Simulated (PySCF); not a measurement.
Ligands exchanged one at a time, In NH2-SH. Isolated molecules, 0 K electronic values unless said otherwise. One relaxed conformer stands for each flexible species; it need not be the lowest. Strings in code marks are SMILES.

All values below come from PySCF 2.14.0 with PBE-D3(BJ)/def2-TZVP // B3LYP-D3(BJ)/def2-TZVP. Excitations are Tamm–Dancoff values on a coarser integration grid. The basis has no diffuse functions, so Rydberg states are missing or too high.

```json
[
 {"species": "0 of 3 NH2 replaced by SH (`[In]([NH2])([NH2])[NH2]`)", "S1–T1 gap (TDA) (eV)": "0.53", "T1 excitation (TDA) (eV)": "3.56", "HOMO–LUMO gap (eV)": "3.79", "LUMO (eV)": "[?]", "S1 oscillator strength": "0.002"},
 {"species": "1 of 3 NH2 replaced by SH", "S1–T1 gap (TDA) (eV)": "0.41", "T1 excitation (TDA) (eV)": "[?]", "HOMO–LUMO gap (eV)": "3.84", "LUMO (eV)": "-1.94", "S1 oscillator strength": "[?]"},
 {"species": "2 of 3 NH2 replaced by SH", "S1–T1 gap (TDA) (eV)": "0.46", "T1 excitation (TDA) (eV)": "3.48", "HOMO–LUMO gap (eV)": "3.71", "LUMO (eV)": "[?]", "S1 oscillator strength": "0.004"},
 {"species": "3 of 3 NH2 replaced by SH", "S1–T1 gap (TDA) (eV)": "0.27", "T1 excitation (TDA) (eV)": "[?]", "HOMO–LUMO gap (eV)": "3.67", "LUMO (eV)": "-2.72", "S1 oscillator strength": "0.000"}
]
```

Question: Some entries are withheld; supply them.

Answer: 
- 0 of 3 NH2 replaced by SH (`[In]([NH2])([NH2])[NH2]`), LUMO (eV): -1.59
- 1 of 3 NH2 replaced by SH, T1 excitation (TDA) (eV): 3.63
- 1 of 3 NH2 replaced by SH, S1 oscillator strength: 0.011
- 2 of 3 NH2 replaced by SH, LUMO (eV): -2.34
- 3 of 3 NH2 replaced by SH, T1 excitation (TDA) (eV): 3.51
